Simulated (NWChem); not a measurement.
System: sulfur difluoride (SF₂); SMILES FSF

Here is an NWChem input.

```
start job
memory heap 200 mb stack 900 mb global 1100 mb
geometry units angstroms noautoz
  F      1.227542     0.000000    -0.496096
  S      0.000000     0.000000     0.548457
  F     -1.227542     0.000000    -0.496096
end
basis spherical
  * library def2-svpd
end
dft
  xc xpbe96 cpbe96
  iterations 150
end
tddft
  cis
  nroots 6
  notriplet
end
task tddft energy
```

Parts of the log:

```
             Northwest Computational Chemistry Package (NWChem) 7.3.0
             --------------------------------------------------------

 C2V symmetry detected

                             Geometry "geometry" -> ""
                             -------------------------

 Output coordinates in angstroms (scale by  1.889725989 to convert to a.u.)

  No.       Tag          Charge          X              Y              Z
 ---- ---------------- ---------- -------------- -------------- --------------
    1 F                    9.0000     1.22754200     0.00000000    -0.49155435
    2 S                   16.0000     0.00000000     0.00000000     0.55299865
    3 F                    9.0000    -1.22754200     0.00000000    -0.49155435

 Effective nuclear repulsion energy (a.u.)     112.0126537180

      Symmetry information
      --------------------

 Group name             C2v
 Group number             16
 Group order               4
 No. of unique centers     2

  pbe96 is a nonlocal functional; adding pw91lda local functional.

                                 NWChem DFT Module
                                 -----------------

 Summary of "ao basis" -> "ao basis" (spherical)
 ------------------------------------------------------------------------------
       Tag                 Description            Shells   Functions and Types
 ---------------- ------------------------------  ------  ---------------------
 F                         def2-svpd                 9       23   4s3p2d
 S                         def2-svpd                11       27   5s4p2d

      Symmetry analysis of basis
      --------------------------

        a1         29
        a2          9
        b1         22
        b2         13

            General Information
            -------------------
          SCF calculation type: DFT
          Wavefunction type:  closed shell.
          No. of atoms     :     3
          No. of electrons :    34
           Alpha electrons :    17
            Beta electrons :    17
          Charge           :     0
          Spin multiplicity:     1
          Use of symmetry is: off; symmetry adaption is: on
          Maximum number of iterations: 150
          AO basis - number of functions:    73
                     number of shells:    29
          Convergence on energy requested:  1.00D-06
          Convergence on density requested:  1.00D-05
          Convergence on gradient requested:  5.00D-04

              XC Information
              --------------
          PerdewBurkeErnzerhof Exchange Functional  1.000
            Perdew 1991 LDA Correlation Functional  1.000 local
           PerdewBurkeErnz. Correlation Functional  1.000 non-local

[...]

                                NWChem TDDFT Module
                                -------------------

            General Information
            -------------------
           No. of orbitals :     146
            Alpha orbitals :      73
             Beta orbitals :      73
        Alpha frozen cores :       0
         Beta frozen cores :       0
     Alpha frozen virtuals :       0
      Beta frozen virtuals :       0
         Spin multiplicity :       1
    Number of AO functions :      73
        Use of symmetry is : off
      Symmetry adaption is : on
         Schwarz screening :  0.10D-07

              XC Information
              --------------
   PerdewBurkeErnzerhof Exchange Functional   1.00
     Perdew 1991 LDA Correlation Functional   1.00 local
    PerdewBurkeErnz. Correlation Functional   1.00 non-local

             TDDFT Information
             -----------------
          Calculation type : Tamm-Dancoff TDDFT
         Wavefunction type : Restricted singlets
          No. of electrons :      34
           Alpha electrons :      17
            Beta electrons :      17
              No. of roots :       6
          Max subspacesize :    5200
            Max iterations :     100
               Target root :       1
           Target symmetry : none
      Symmetry restriction : off
                 Algorithm : Optimal
        Davidson threshold :  0.10D-03

    6 smallest eigenvalue differences (eV)
--------------------------------------------------------
  No. Spin  Occ  Vir  Irrep   E(Occ)    E(Vir)   E(Diff)
--------------------------------------------------------
    1    1   17   18 a2       -0.221    -0.114     2.911
    2    1   17   19 b2       -0.221    -0.085     3.706
    3    1   17   20 b2       -0.221     0.010     6.295
    4    1   17   21 a1       -0.221     0.048     7.332
    5    1   17   22 a2       -0.221     0.053     7.463
    6    1   17   23 b2       -0.221     0.054     7.496
--------------------------------------------------------

  Entering Davidson iterations
  Restricted singlet excited states

  Iter   NTrls   NConv    DeltaV     DeltaE      Time
  ----  ------  ------  ---------  ---------  ---------
    1      6       0     0.92E-01   0.10+100        0.7
    2     12       0     0.44E-01   0.71E-02        0.7
    3     18       3     0.10E-01   0.18E-02        0.7
    4     21       5     0.31E-02   0.16E-03        0.5
    5     22       5     0.51E-03   0.66E-05        0.4
    6     23       6     0.99E-04   0.16E-06        0.4
  ----  ------  ------  ---------  ---------  ---------
  Convergence criterion met

  Ground state a1       -597.206115935568 a.u.

  ----------------------------------------------------------------------------
  Root   1 singlet a2             0.121113886 a.u.                3.2957 eV
  ----------------------------------------------------------------------------
     Transition Moments    X  0.00000   Y -0.00000   Z -0.00000
     Dipole Oscillator Strength                    0.0000000000
     Electric Quadrupole                           0.0000000079
     Magnetic Dipole                               0.0000012240
     Total Oscillator Strength                     0.0000012319

[...]
```

Level: PBE/def2-SVPD, TDA. Geometry: optimised at PBE0/def2-SVP.
